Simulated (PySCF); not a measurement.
Molecule: 3-hydroxy-1-fluorobenzene (SMILES Oc1cccc(F)c1).

Mapped SMILES: `[OH:1][c:2]1[cH:3][cH:4][cH:5][c:6]([F:7])[cH:8]1`. Each H is labelled by its parent atom.

Geometry PBE0-D3(BJ)/def2-SVP throughout; GIAO in PySCF, gas phase, one conformer, non-relativistic; equivalent atoms averaged; basis pcSseg-1.

For orientation, B97-2 gives these shifts δ (against H2O, TMS at the same level): O1 124.8, C6 168.1, C2 160.3, C3 112.1, C5 108.6, C8 101.9, H(C4) 7.24, H(C3) 6.70, H(O1) 3.89 ppm.

A run gave: O1 149.8, C6 176.1, C2 166.6, C3 117.2, C5 113.5, C8 105.9, H(C4) 7.23, H(C3) 6.70, H(O1) 4.07 ppm (shifts δ (against H2O, TMS at the same level)).

Which functional was used in that run?
A. B97-D
B. LDA
C. B3LYP
D. PBE0
E. PBE

Answers

B. C6 tells them apart best: LDA gives 176.1, PBE0 gives 171.3, B3LYP gives 173.2, B97-D gives 165.8, PBE gives 170.2 ppm.
